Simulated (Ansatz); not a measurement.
Gas-phase electronic energies from Ansatz, PBE0-D4/def2-TZVP geometries. CCSD(T)/CBS adds triple-zeta CCSD(T) − MP2 to the extrapolated MP2 energy (def2 sets, frozen cores). DFT in def2-TZVPP. B3LYP here is the variant with VWN-RPA as its local correlation; programs differ in this. Each species was taken in one conformer, which may not be the lowest.

`[SiH3]O[SiH2]BS` → `BO[SiH2]S[SiH3]`  (isomerisation)

```
             level  ΔE (kcal/mol)  difference from CCSD(T)/CBS
         r2SCAN-D4          -16.5                          0.5
          B3LYP-D4          -16.5                          0.5
            r2SCAN          -16.4                          0.6
              PBE0          -16.3                          0.7
             B3LYP          -15.3                          1.7
    MP2/def2-TZVPP          -18.1                         -1.1
CCSD(T)/def2-TZVPP          -15.9                          1.1
SCS-MP2/def2-QZVPP          -18.0                         -1.0
     MP2/CBS(def2)          -19.3                         -2.3
    CCSD/CBS(def2)          -16.9                          0.1
       CCSD(T)/CBS          -17.0                            0
```

Largest T1 diagnostic among the species: 0.014.

From PBE to PBE0 (25 % exact exchange), in def2-TZVPP and without D4, ΔE moves by −1.0 kcal/mol. The D4 term adds −1.2 kcal/mol with B3LYP and −0.6 kcal/mol with PBE0; it sums over pairs of atoms, weighted by their polarisabilities, and B3LYP, whose exchange is more repulsive, gets the larger term.
